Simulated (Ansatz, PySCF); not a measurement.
Molecule: C₂H₈PSi, charge 0, multiplicity 2. SMILES: C[Si](C)P
Structure (B3LYP-D3(BJ)/def2-TZVP (Ansatz, an electronic-structure program) minimum search):
```
Si
C 1 1.8846
H 2 1.0906 1 111.28
H 2 1.0918 3 108.33 1 -122.19
H 2 1.0950 3 108.01 4 -116.50
C 1 1.8859 2 110.36 3 -179.51
H 6 1.0903 1 111.30 2 179.67
H 6 1.0922 7 108.38 1 122.33
H 6 1.0948 7 108.06 8 116.92
P 1 2.2735 2 108.74 3 54.58
H 10 1.4188 1 94.40 2 176.75
H 10 1.4247 11 93.40 1 95.68
```
Charge 0, spin multiplicity 2.

Unscaled harmonic wavenumbers (cm⁻¹) in rising order, each level at the stationary point that it reaches from this structure (no distance between atoms moves by over 0.3 Å); the order of modes can differ between levels, and a negative number is imaginary. B3LYP-D3(BJ)/def2-TZVP (PySCF, at the structure above): 109, 142, 150, 159, 180, 203, 406, 608, 644, 660, 689, 721, 791, 826, 868, 1098, 1273, 1282, 1448, 1452, 1456, 1464, 2338, 2384, 3013, 3014, 3082, 3083, 3111, 3111.

HF/3-21G (Ansatz): 93, 133, 140, 158, 182, 207, 384, 666, 704, 742, 767, 850, 906, 959, 994, 1235, 1460, 1469, 1624, 1625, 1631, 1635, 2376, 2403, 3179, 3181, 3247, 3249, 3267, 3272. Zero-point energy 61.1 against 56.8 kcal/mol; where all levels lie over 400 cm⁻¹, the wavenumbers are on average 1.100 times those of B3LYP-D3(BJ)/def2-TZVP.

HF/6-31G* (Ansatz): 119, 150, 156, 172, 196, 218, 452, 676, 705, 731, 744, 794, 869, 917, 954, 1230, 1442, 1451, 1599, 1600, 1606, 1610, 2560, 2588, 3185, 3187, 3251, 3252, 3273, 3275. Zero-point energy 61.4 against 56.8 kcal/mol; where all levels lie over 400 cm⁻¹, the wavenumbers are on average 1.092 times those of B3LYP-D3(BJ)/def2-TZVP.

B3LYP/6-31G* (Ansatz): 94, 139, 143, 158, 179, 198, 403, 625, 642, 674, 691, 730, 806, 849, 888, 1128, 1310, 1321, 1482, 1485, 1490, 1498, 2353, 2398, 3032, 3034, 3104, 3105, 3131, 3133. Zero-point energy 57.5 against 56.8 kcal/mol; where all levels lie over 400 cm⁻¹, the wavenumbers are on average 1.016 times those of B3LYP-D3(BJ)/def2-TZVP.
